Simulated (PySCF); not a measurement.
## Dipole response of I²⁺ (iodine, charge +2)

[Kr] 4d10 5s2 5p3, high-spin 4S determinant. Computed with PySCF 2.14 in def2-QZVPPD with the def2 core potential (28 electrons) (8s7p5d4f1g, 91 functions), with a scalar-relativistic core potential. Coupled (time-dependent) response in atomic units; α is the mean over directions.

| method | mean α (bohr³) | C₆ (like pair) | S(−4) |
| --- | --- | --- | --- |
| UHF | 14.00 | 97.95 | 39.34 |
| PBE | 13.74 | 95.82 | 36.77 |
| PBE0 | 13.70 | 95.48 | 36.43 |
| BLYP | 13.70 | 95.32 | 36.70 |
| BP86 | 13.71 | 95.50 | 36.55 |

S(−4) is the Cauchy moment in α(ω) = α(0) + S(−4) ω² + …

α(iu) at UHF:

```tsv
u (hartree)	α(iu) (bohr³)
0	14.00
0.0500	13.91
0.100	13.62
0.200	12.62
0.300	11.28
0.500	8.548
0.750	5.993
1.00	4.377
1.50	2.678
2.00	1.864
3.00	1.102
5.00	0.5333
```

A single London oscillator, α(iu) = α/(1 + u²/ω²), gives C₆ = (3/4) ω α². Matching the computed C₆ needs ω = 4 × 97.95 / (3 × 14.00²) = 0.666 hartree.

For an ion, C₆ is the dispersion term alone; charge-induced terms of lower order in 1/R come first.

Energies and moments cover only the electrons outside the core potential.
